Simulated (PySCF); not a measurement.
## UHF on Kr (krypton, neutral)

Configuration: [Kr], closed-shell 1S. All numbers are calculated (PySCF 2.14, the spin-free X2C one-electron Hamiltonian (Gaussian nucleus), in jorge-DZP-DKH (8s6p2d1f, 43 functions)).

```json
{"Total energy": "-2788.012860 hartree", "One-electron energy": "-3876.6186 hartree", "Hartree (Coulomb) energy": "1184.1480 hartree", "Exchange energy": "-95.5423 hartree", "⟨S²⟩": "0.0000", "⟨L²⟩": "0.000", "Sum of ⟨r⟩": "26.02 bohr", "Sum of ⟨r²⟩": "38.64 bohr²", "Langevin diamagnetic susceptibility": "-30.6 ×10⁻⁶ cm³/mol", "Time after the integrals": "0.11 s of wall time on 1 thread of Neoverse-V1 (shared host)"}
```

| shell | electrons | mean orbital energy (hartree) | rms radius, mean of both spins (bohr) |
| --- | --- | --- | --- |
| 1s | 2 | -529.33753 | 0.0477 |
| 2s | 2 | -72.02677 | 0.198 |
| 2p | 6 | -63.51109 | 0.177 |
| 3s | 2 | -11.20867 | 0.565 |
| 3p | 6 | -8.39742 | 0.582 |
| 3d | 10 | -3.73462 | 0.609 |
| 4s | 2 | -1.18051 | 1.71 |
| 4p | 6 | -0.51711 | 2.09 |

Densities and radii are taken from the X2C orbitals without a picture-change correction, which distorts them close to the nucleus.
